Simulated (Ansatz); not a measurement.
C$_{7}$H$_{9}$N, SMILES `Cc1cccc(N)c1`, 17 atoms. The species carries charge 0 and has multiplicity 1. All runs use 2 threads of an AMD EPYC 7R13 on a shared host and a share of an NVIDIA H100 80 GB. Correlated methods freeze the cores. Open-shell runs search over several starts.

**Question.** How many basis functions does each run have, and how long does it take in Ansatz? direct RPA on PBE orbitals/def2-TZVPP energy; UKS ωB97M-V/def2-TZVPP energy of the cation; UKS B3LYP-D4/def2-TZVPP energy of the cation; UKS ωB97X-V/def2-TZVPP energy of the cation; RKS CAM-B3LYP-D4/def2-TZVPP energy; UHF-CCSD(T)/def2-TZVPP energy of the cation; RKS HSE06 (plane-wave form)-D4/def2-TZVPP energy; RKS B3LYP-D4/def2-TZVPP energy and forces; UKS B2PLYP (frozen core)/def2-TZVPP energy of the cation; RKS PBE0-D4/def2-TZVP relaxation (7 steps); RKS ωB97M-V/def2-TZVPP energy and forces; UKS PBE0-D4/def2-TZVPP energy of the cation. (Estimate.)

**Answer.** Ansatz gave: Other jobs shared the machine, so times are rough.

```tsv
level	job	functions	wall time	peak host memory (GiB)
RKS CAM-B3LYP-D4/def2-TZVPP	energy	374	6.5 s	0.91
direct RPA on PBE orbitals/def2-TZVPP	energy	374	7 s	1.8
RKS HSE06 (plane-wave form)-D4/def2-TZVPP	energy	374	8 s	0.9
RKS ωB97M-V/def2-TZVPP	energy and forces	374	9 s	1
UKS B3LYP-D4/def2-TZVPP	energy of the cation	374	10 s	0.95
RKS B3LYP-D4/def2-TZVPP	energy and forces	374	11 s	0.94
UKS PBE0-D4/def2-TZVPP	energy of the cation	374	11 s	0.97
UKS B2PLYP (frozen core)/def2-TZVPP	energy of the cation	374	16 s	1.8
UKS ωB97X-V/def2-TZVPP	energy of the cation	374	22 s	1.1
UKS ωB97M-V/def2-TZVPP	energy of the cation	374	24 s	1.2
RKS PBE0-D4/def2-TZVP	relaxation (7 steps)	302	32 s	0.93
UHF-CCSD(T)/def2-TZVPP	energy of the cation	374	4.7 min	2.6
```

B3LYP here is the variant with VWN-RPA as its local correlation; programs differ in this.
